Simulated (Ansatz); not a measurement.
C2H5NSeSi (`C[SiH]1N=C[Se]1`), relaxed with RKS PBE-D4/def2-SVP in Ansatz from a rough embedded geometry. The force threshold is 0.03 eV/Å; the program also tests the step.

Total charge 0; spin multiplicity 1.

Start:

```xyz
10

C     1.076    1.085   -0.745
Si   -0.080   -0.374   -0.485
N    -1.477    0.061    0.529
C    -1.330   -0.993    1.485
Se    0.533   -1.505    1.124
H     1.195    1.609    0.186
H     1.990    0.744   -1.202
H     0.513    1.764   -1.455
H    -0.453   -1.187   -1.706
H    -1.968   -1.205    2.269
```

**Question.** By how much does the energy fall, and how many steps does the optimiser take? (Best estimate.)

**Answer.** Computed: 179.71 kJ/mol, in 7 steps.

**Question.** Which bonds change most? (An estimate is asked.)

**Answer.** Computed: Si2–Se5 from 2.061 to 2.341 Å; N3–C4 from 1.431 to 1.285 Å; C4–H10 from 1.033 to 1.113 Å; C1–H6 from 1.075 to 1.107 Å.

**Question.** Give the relaxed structure. (Best estimate.)

**Answer.** Ansatz gave: 
```xyz
10

C     1.004    1.101   -0.761
Si   -0.093   -0.392   -0.501
N    -1.575   -0.081    0.462
C    -1.253   -0.866    1.427
Se    0.487   -1.809    1.271
H     1.187    1.616    0.202
H     1.979    0.795   -1.191
H     0.520    1.811   -1.463
H    -0.389   -1.115   -1.781
H    -1.867   -1.060    2.335
```
